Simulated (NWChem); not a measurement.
Molecule: WHO$_{3}$, doublet; SMILES [O]=[W]([OH])=[O]

```xyz
5

W      0.0230    -0.0120    -0.2653
O      1.3943    -0.9407     0.1501
O     -1.4178    -0.8635     0.0713
O      0.1342     1.8643    -0.1349
H     -0.3768     2.6148     0.1820
```
Atoms are numbered in this order, from 1.

Level: PBE0/def2-SVP with def2 effective core potentials on W, spin-unrestricted (NWChem), optimised geometry, unscaled harmonic frequencies. The spin multiplicity was typed, not searched, and may not be the lowest. def2 effective core potentials on W; no spin-orbit coupling.

List the harmonic frequencies with IR intensities, and the thermochemistry.


| frequency (cm⁻¹) | IR intensity (km/mol) |
|---|---|
| 104 | 5.9 |
| 206 | 10.1 |
| 276 | 114.2 |
| 343 | 38.5 |
| 522 | 153.9 |
| 750 | 89.4 |
| 1001 | 215.2 |
| 1046 | 69.7 |
| 3946 | 309.7 |

* **zero-point energy**: 11.7 kcal/mol
* **thermal correction to the enthalpy at 298.15 K (with zero-point energy)**: 15.6 kcal/mol
* **heat capacity Cv**: 15.7 cal/(mol K)
* **entropy at 298.15 K and 1 atm (symmetry number 1, electronic part: spin degeneracy alone)**: 78.1 cal/(mol K)

Rigid rotor and harmonic oscillator.
